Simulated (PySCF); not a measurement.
**BBr₃, singlet: computed properties**

Computed with PBE0/[B def2-TZVP, Br def2-TZVP], no relativity, density fitting, PySCF.

The structure is a minimum.

```xyz
4
charge 0 multiplicity 1, angstrom
B     0.0000    0.0000    0.0000
Br    1.8970    0.0000    0.0000
Br   -0.9485    1.6428    0.0000
Br   -0.9485   -1.6428    0.0000
```

* Point group: D3h
* Bond lengths: B–Br 1.897 Å (×3)
* Bond angles: Br–B–Br 120.0° (×3)
* Principal quadrupole moments (Buckingham, traceless) about the centre of mass: -0.36, 0.18, 0.18 D Å
* Principal polarisabilities: 49.9, 83.0, 83.0 bohr³
* Rotational symmetry number: 6
* Lowest empty level: -2.10 eV
* Zero-point energy: 15.8 kJ/mol
* Atomisation energy without zero-point energy: 1180 kJ/mol
* Highest occupied level: -8.31 eV
* Rotational constants: 0.03957, 0.03957, 0.01979 cm⁻¹
* Entropy at 298.15 K and 1 bar: 323.8 J/(mol K)
* Dipole moment: 0.00 D
* Heat capacity Cp at 298.15 K: 67.6 J/(mol K)
* Enthalpy at 298.15 K above 0 K: 15.64 kJ/mol

Harmonic modes (masses in u: B 11.009, Br 78.918):
```json
{"symmetry": "e'", "ω (cm⁻¹)": "152", "IR (km/mol, summed over degenerate members)": "0.2", "μ (u)": "67.22"}
{"symmetry": "a1'", "ω (cm⁻¹)": "285", "IR (km/mol, summed over degenerate members)": "0.0", "μ (u)": "78.92"}
{"symmetry": "a2''", "ω (cm⁻¹)": "387", "IR (km/mol, summed over degenerate members)": "0.3", "μ (u)": "11.45"}
{"symmetry": "e'", "ω (cm⁻¹)": "831", "IR (km/mol, summed over degenerate members)": "572", "μ (u)": "11.74"}
```

In D3h the vibrations span 2e' + a1' + a2''. The a1' mode carries no infrared intensity, as symmetry demands.

Charges (e):
```csv
atom,Mulliken,Löwdin,polar tensor,Mayer order to B1
B1,0.05,-1.70,1.18,–
"Br2,3,4",-0.02,0.57,-0.39,1.35
```

Mulliken populations on B1: s 2.88, p 1.76, d 0.30, f 0.02.

Outer orbital energies (eV). occupied: -11.91, -11.91, -10.68, -9.13, -9.13, -9.02, -9.02, -8.31; empty: -2.10, 0.11, 1.32, 1.78.

Counting electrons, boron keeps none of its valence electrons outside its bonds, so the VSEPR class is AX3 and the expected shape is trigonal planar (D3h), as computed.

The final relaxation and frequency run took 60 s on 4 threads of a shared Arm Neoverse V1 host, with 175 basis functions and 7 gradients; the process peaked at 1.8 GiB.
